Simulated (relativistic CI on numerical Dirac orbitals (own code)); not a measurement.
**Au²⁺: 4d photoemission**

Computed with this model: Dirac-Coulomb-Breit CI, separate exchange-only KLI orbitals for each configuration, model QED (radiative potential, 1s self-energy scaled to tabulated hydrogen-like ionisation energies), multiplet model of photoemission in the sudden approximation, unscaled Slater integrals; configurations [Xe] 4f14 5d9 → [Kr] 4d9 4f14 5s2 5p6 5d9; 80 K; Lorentzian 2.45 eV and Gaussian 0.6 eV FWHM. Energies are those of the free ion, without screening or charge transfer. The energies are binding energies and can lie tens of eV above those of solids. S is read from ⟨S²⟩ = S(S + 1).

Field parameters in Wybourne normalisation: Oh B⁴₀ = 21Dq, B⁴₄ = √(5/14) B⁴₀. The field is a parameter set, without covalency.

Computed curve for free ion, scaled to 100 at the maximum (points under 2 are left out and the grid is thinned):

| Energy (eV) | Intensity |
| --- | --- |
| 357.8 | 2.0 |
| 358.8 | 2.5 |
| 359.8 | 3.1 |
| 360.6 | 3.7 |
| 361.6 | 4.9 |
| 362.6 | 6.7 |
| 363.6 | 9.9 |
| 364.6 | 16.0 |
| 365.6 | 29.4 |
| 366.4 | 52.4 |
| 367.4 | 91.5 |
| 368.4 | 96.5 |
| 369.4 | 71.7 |
| 370.4 | 43.5 |
| 371.2 | 28.6 |
| 372.2 | 16.7 |
| 373.2 | 10.3 |
| 374.2 | 7.2 |
| 375.2 | 5.6 |
| 376.2 | 4.6 |
| 377.0 | 4.2 |
| 378.0 | 4.0 |
| 379.0 | 4.1 |
| 380.0 | 4.5 |
| 381.0 | 5.3 |
| 382.0 | 7.0 |
| 382.8 | 9.4 |
| 383.8 | 15.4 |
| 384.8 | 29.6 |
| 385.8 | 59.0 |
| 386.8 | 78.2 |
| 387.6 | 61.3 |
| 388.6 | 30.8 |
| 389.6 | 15.7 |
| 390.6 | 9.2 |
| 391.6 | 6.0 |
| 392.6 | 4.2 |
| 393.4 | 3.4 |
| 394.4 | 2.6 |
| 395.4 | 2.1 |

The ground state has S = 0.50, and the centroid lies at 375.66 eV.
